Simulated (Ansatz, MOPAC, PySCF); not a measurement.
Isomers of C2H6Se: 1 is CC[SeH], 2 is C[Se]C; one conformer of each (the lowest of an xTB search), B3LYP-D3(BJ)/def2-TZVP minima.
Isomer 1 (charge 0, multiplicity 1, Z-matrix in Å and degrees):
```
C
H 1 1.0880
H 1 1.0899 2 107.75
C 1 1.5180 2 112.06 3 123.03
H 4 1.0901 1 111.19 2 179.89
H 4 1.0911 5 107.87 1 122.16
H 4 1.0940 5 108.38 6 116.50
Se 1 1.9795 2 107.56 3 -111.00
H 8 1.4726 1 94.92 2 -61.67
```
Isomer 2 (charge 0, multiplicity 1):
```xyz
9

C     -1.458    -0.100     0.114
Se     0.022    -1.131    -0.655
C      1.458     0.092    -0.118
H     -2.372    -0.651    -0.096
H     -1.329    -0.006     1.191
H     -1.510     0.883    -0.350
H      1.308     1.069    -0.574
H      1.490     0.179     0.966
H      2.391    -0.336    -0.477
```

No zero-point or thermal terms.

The state reached by AM1 isn't checked.

The values were computed with Ansatz (an electronic-structure program) with Gaussian orbitals; MOPAC for AM1 (differences of heats of formation); PySCF for the dispersion terms. Values without a source in brackets are computed.

Problem. One of these levels gives -1.9 kJ/mol for the electronic energy of isomer 2 less that of isomer 1. Which one is it?
A. r2SCAN-D3(BJ)/def2-TZVPP
B. AM1
C. revPBE/def2-TZVPP

Solution. C, revPBE/def2-TZVPP. The others give -6.8 (AM1), 1.5 (r2SCAN-D3(BJ)/def2-TZVPP)
